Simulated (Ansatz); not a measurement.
Job for Ansatz (an electronic-structure program): U-PBE/def2-TZVPP on CdH2O (SMILES [OH][CdH]), a point of a bond scan (R = 4.439 Å). Elements past Kr take the def2 small-core potentials; no spin–orbit coupling.

Ansatz 0.2 input:
```yaml
crystal:
  periodic: [false, false, false]
  atoms:
    - {symbol: Cd, position_ang: [-0.26732703, -0.09913817, -0.03051427]}
    - {symbol: H, position_ang: [-4.37257521, -1.71870682, -0.50599267]}
    - {symbol: O, position_ang: [1.61160576, 0.50063274, 0.17708425]}
    - {symbol: H, position_ang: [1.72664054, 1.45254853, 0.25462809]}
basis:
  gaussian:
    orbitals: def2-TZVPP
hamiltonian:
  xc: {name: PBE}
magnetization: {spin_polarized: true, initial_magnetization: 0}
```

Question: Give the final energy of this run.

Answer: -244.0254 hartree. Its determinant has ⟨S²⟩ = 0.99, a mixture of spin states.

Question: How many basis functions does it have, and what does it roughly cost on one machine?

Answer: 115 functions; very roughly 6 core-seconds.
